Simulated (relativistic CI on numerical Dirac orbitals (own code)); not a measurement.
**How well does a small relativistic CI reproduce Se VII?**

Method of calculation: Dirac-Coulomb-Breit CI, separate exchange-only KLI orbitals for each configuration, model QED (radiative potential, 1s self-energy scaled to tabulated hydrogen-like ionisation energies), valence Slater integrals scaled by 0.9, configuration energies shifted to the measured levels that pair with them (semi-empirical) (own radial code, finite nucleus).

Configurations in the expansion (outside the closed core [Ne] 3s2): 3p6.3d10, 3p6.3d9.4p, 3p6.3d9.4f, 3p6.3d9.5f, 3p6.3d9.6f, 3p6.3d9.7f, 3p6.3d9.8f, 3p6.3d9.4s, 3p6.3d9.4d, 3p6.3d9.5s, 3p6.3d9.5p, 3p6.3d8.4s2, 3p6.3d9.5d, 3p6.3d8.4s.4p, 3p6.3d8.4p2, 3p6.3d8.4s.4d, 3p5.3d10.4s, 3p6.3d8.4p.4d. Levels of other configurations are missing.

```
Configuration  Term (tabulated)  J  Measured (cm⁻¹)  Computed  Error  Purity (%)
     3p6.3d10                1S  0              0.0         0      0         100
   3p6.3d9.4p               3P°  1         565700.0    565700      0          95
   3p6.3d9.4f               3P°  1         904500.0    904500      0          90
   3p6.3d9.4f               1P°  1         909100.0    918294   9194          84
   3p6.3d9.4f               3D°  1         917300.0    909264  -8036          79
   3p6.3d9.5f               1P°  1        1033500.0   1033500      0          79
   3p6.3d9.6f               1P°  1        1101000.0   1101000      0          71
   3p6.3d9.7f               1P°  1        1141700.0   1141700      0          63
```

Measured levels from Moore, Atomic Energy Levels, vol. II, NSRDS-NBS 35 (1971 reprint of NBS Circular 467, 1952); pairs were made by configuration, J and term (by order where the table uses no LS term), so strongly mixed levels may be paired wrongly. The analysis dates from before 1960.

Mean error by configuration (cm⁻¹): 3p6.3d9.4p 0; 3p6.3d9.4f 386; 3p6.3d9.5f 0; 3p6.3d9.6f 0; 3p6.3d9.7f 0. Over the excited levels the mean absolute error is 2461 cm⁻¹ (7 of the 9 excited levels that our extract of the source holds in range could be paired, and the others can miss by more), and the median relative error of those above 1,000 cm⁻¹ is 2.9e-07 %, both after the shifts were fitted to these levels, so that a configuration with one level shows no error.

Configurations whose levels could be paired with our table of measured levels were shifted onto them, all but the ground configuration, by the median error of their levels; single terms can still be off by 1,000 to 2,000 cm⁻¹ or more, and rates follow the energies as ν³ (E1, M1) or ν⁵ (E2). The others borrow a shift and can be off by several thousand cm⁻¹ or more. 7 of the 9 excited levels that our extract of the measured tables holds in this range could be paired (the sources list more); they are missed by 2461 cm⁻¹ on average and 9194 at most, after the shifts were fitted to these levels, and levels without a partner can miss by more.

Shifts applied (cm⁻¹): 3p6.3d10 0; 3p6.3d9.4p 430; 3p6.3d9.4f 685; 3p6.3d9.5f -6343; 3p6.3d9.6f -5038; 3p6.3d9.7f -4239.
